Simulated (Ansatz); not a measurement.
The cluster K4H4⁺: single points at one geometry.

```yaml
crystal:
  periodic: [false, false, false]
  atoms:
    - {symbol: K, position_ang: [-1.785464, -1.174031, -1.432195]}
    - {symbol: K, position_ang: [0.798588, 1.147057, -0.425749]}
    - {symbol: K, position_ang: [-2.215493, 3.392194, -3.966389]}
    - {symbol: K, position_ang: [0.831837, -2.346167, 1.089767]}
    - {symbol: H, position_ang: [-0.906700, -0.415287, 0.917519]}
    - {symbol: H, position_ang: [0.855817, -1.336275, -1.269219]}
    - {symbol: H, position_ang: [0.851683, 0.298474, 2.409147]}
    - {symbol: H, position_ang: [1.569744, 0.434034, 2.677111]}
basis:
  gaussian: {orbitals: def2-TZVP, initial_orbitals: start.molden}
total_charge: 1
magnetization: {spin_polarized: true, initial_magnetization: 1}
hamiltonian: {xc: hse06, dispersion: d4}
scf: {omitted_lower_state_checks: [starts]}
output: {orbitals: {seedname: orbitals}}
```

The file start.molden holds the orbitals of an earlier run on this structure, at another level or in another basis.

```sh
$ ansatz run in.yaml --threads 4 --pin off --events-out ev --progress --plain --max-ram 3916MiB
```

Output, abridged:

```
Functional definition: HSE06
1490 factors; integrals over basis functions are off by at most 5.3e-4 eV
161 factors; integrals over basis functions are off by at most 4.0e-6 eV
mean field evaluation 1: about -65339.4841 eV, gradient 3.2e-1 eV
mean field evaluation 2: about -65339.5517 eV, gradient 1.9e-1 eV
mean field evaluation 4: about -65339.5520 eV, gradient 1.8e-3 eV
mean field -65339.55202606 eV, -2401.1842482186 hartree, gradient 5.4e-5 eV, S^2 0.750114; 0 other end points of the search recorded, 0 dependent functions left out
reference -65339.55210154 eV, -2401.1842509927 hartree; 40, 39 occupied and 116, 117 virtual orbitals, 1490 factors
Total energy: -65339.76809381 eV, -2401.1921885620 hartree
Checks for a lower state left out: starts
```

Hardware: 4 threads of Intel Xeon on a shared host. Wall time 14 s, peak host memory 0.7 GiB.

The first input with `hamiltonian: {xc: {name: revPBE}, dispersion: d4}` (abridged; 9 s):

```
Functional definition: revPBE
mean field -65348.21974814 eV, -2401.5027811299 hartree, gradient 1.1e-5 eV, S^2 0.750133
Total energy: -65348.75227048 eV, -2401.5223509651 hartree
Checks for a lower state left out: starts
```

Geometry: PBE-D4/def2-SVP.

HSE06 is defined as in plane-wave codes, on full-range PBE exchange. In the doublet, H7 and H8 lie 0.78 Å apart (atoms count from 1), so H2 has formed as a molecule. The structure comes from a short search, and lower isomers may exist.
